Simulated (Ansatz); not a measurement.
Mulliken charges of CH₅BGeO, SMILES `[BH2][GeH]1[CH2][O]1` from PBE/def2-TZVPP in Ansatz (PBE0-D4/def2-TZVP geometry).

```
atom   x (Å)   y (Å)   z (Å)  charge (e)
  B1  -0.634   1.750  -0.086      -0.105
 Ge2   0.638   0.247   0.268       0.204
  C3   0.090  -1.548  -0.252      -0.056
  O4  -0.173  -1.226   1.068      -0.341
  H5  -1.799   1.499  -0.089       0.053
  H6  -0.243   2.843  -0.355       0.043
  H7   2.084   0.316   0.760       0.013
  H8  -0.775  -1.668  -0.904       0.092
  H9   0.900  -2.259  -0.426       0.098
```

Task: By hand: the dipole of these point charges (1 e Å = 4.8032 D).

Result: Σ q r = (0.189, 0.202, -0.421) e Å, of length 0.504 e Å = 2.42 D.

Task: How does the dipole of the full density compare? (An estimate is asked.)

Result: The calculation gave: (0.163, 0.097, -0.270) e Å, 1.58 D; the point charges give 1.53 times that, at 9° from its direction.

Point charges leave out the atoms' own dipoles, such as those of lone pairs, and Mulliken's split depends on the basis, so the two needn't agree.
